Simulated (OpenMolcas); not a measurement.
A run on Cu2+ with 6 ligands (ammonia) in octahedral coordination (S6) at 2.15 Å. Ligand basis ANO-RCC-VDZP.

```
Program             : OpenMolcas
Method              : SS-CASPT2, IPEA 0.25 Eh, real shift 0.3 Eh (closed shells correlated: 3s 3p and the ligand valence shells)
Basis               : ANO-RCC-VTZP [6s5p3d2f1g]
Scalar Hamiltonian  : DKH2, point nucleus
Active space        : 9 electrons in 5 orbitals (3d)
State averaging     : 2S+1 = 2 even, 5 roots
Spin-orbit coupling : state interaction with AMFI integrals over the reference wave functions
```

233 basis functions. Blocks (2S+1, parity, CSFs, roots kept): 2, even, 5, 5.

Problem. How long do the CASPT2 steps take on 1 thread of Arm Neoverse V1, on a shared host?

Solution. About 63 s of wall time, without the integral step.
